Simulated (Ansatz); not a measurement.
Harmonic frequencies (cm⁻¹) at PBE0-D4/def2-TZVP from Ansatz: 50, 73, 184, 425, 462, 498, 613, 654, 675, 1454, 2091, 2362.

Each molecule was computed in one conformer, which needn't be the lowest.

Task: Which molecule is it?
A. `[GaH3]`
B. `[F][Ga]([SH])[Cl]`
C. `O=C=[N][GaH][Cl]`
D. `C[O][GaH2]`

Result: C.
